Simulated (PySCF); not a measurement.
Unknown compound

An unknown has the formula C₃H₉ClOSi₂. Its calculated NMR data are:

¹H NMR (400 MHz, computed): δ 6.64 (m, 1H), 6.36 (m, 1H), 6.28 (m, 1H), 5.48 (m, 1H), 5.23 (m, 1H), 5.17 (m, 1H), 3.75 (s, 3H).

¹³C{¹H} NMR (computed): δ 143.3, 141.7, 53.3.

[PySCF 2.14.0 with density-fitted response routines: PBE0/pcSseg-1 with gauge-including orbitals; coordinates at the GFN2-xTB level; one conformer; averaged over atoms made equivalent by symmetry, fast rotation or ring inversion; non-relativistic; gas phase]

Shifts are taken against calculated references (same method and geometry level): TMS for ¹H (31.72 ppm) and ¹³C (186.93 ppm).

Q: What is the structure?

A: 
Rings plus π bonds: 1 (no ring in the answer). 3 carbon signals for 3 carbons: no two carbons are equivalent. Carbon types of the structure: 1 × CH, 1 × CH2, 1 × CH3, leaving 3 H on heteroatoms. δC 143.3: terminal =CH2 carbon; as expected for a trigonal carbon in a double bond. δC 141.7: alkene CH; the olefinic region. δC 53.3: methyl carbon bonded to O; deshielded by the electronegative neighbour. δH 6.64, 6.28: hydrogen on a terminal =CH2 carbon; olefinic region. δH 6.36: hydrogen on an alkene CH; attached to an sp2 carbon and in the plane of the double bond. δH 5.23, 5.17: hydrogen on a silicon bonded to Cl, Si. δH 3.75: hydrogen on a methyl carbon bonded to O; its carbon carries O, hence the downfield position.

These data were computed for SMILES C(=C)[Si@@H](OC)[SiH2]Cl.

The shifts were computed for this structure.

Shifts are as computed. Against solution values, carbons near 30 ppm lie about +3 ppm off and those near 130 ppm about +5 ppm. Of 1211 compounds with measured shifts, 218 miss one by over three times the rms of a fit or turn the order of signals round; such compounds aren't used in these exercises. Multiplicities follow the n + 1 count of equivalent neighbours, as no J values were calculated; m marks all less simple cases, F and P coupling included.
